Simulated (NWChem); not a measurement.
System: C2H5O2, doublet; SMILES O[CH]CO

```xyz
9

O      0.5006    -1.3741    -0.2259
C     -0.5977    -0.6878     0.2404
C     -0.5946     0.7465    -0.1616
O      0.6066     1.4146     0.1905
H      0.4671    -2.2896     0.1032
H     -1.5409    -1.2485     0.3781
H     -0.7856     0.8362    -1.2711
H     -1.4396     1.2659     0.3384
H      1.3242     0.8006    -0.0566
```
Atoms are numbered in this order, from 1.

Program: NWChem. Spin-unrestricted. Structure relaxed at the PBE-D3(BJ)/def2-SVP, spin-unrestricted level. No stability test was run on the SCF state. Fermi-contact couplings, non-relativistic, static geometry.

Task: Estimate the computed values for UHF/pcJ-1. Quantities: A(iso) 17O atom 1 (MHz); A(iso) 13C atom 2 (MHz); A(iso) 13C atom 3 (MHz); A(iso) 1H atom 6 (MHz); A(iso) 1H atom 7 (MHz); A(iso) 1H atom 8 (MHz); <S²>.

Result: 
- A(iso) 17O atom 1 (MHz): -32.5
- A(iso) 13C atom 2 (MHz): 279
- A(iso) 13C atom 3 (MHz): -66.6
- A(iso) 1H atom 6 (MHz): -94.0
- A(iso) 1H atom 7 (MHz): 106
- A(iso) 1H atom 8 (MHz): 19.9
- <S²>: 0.761
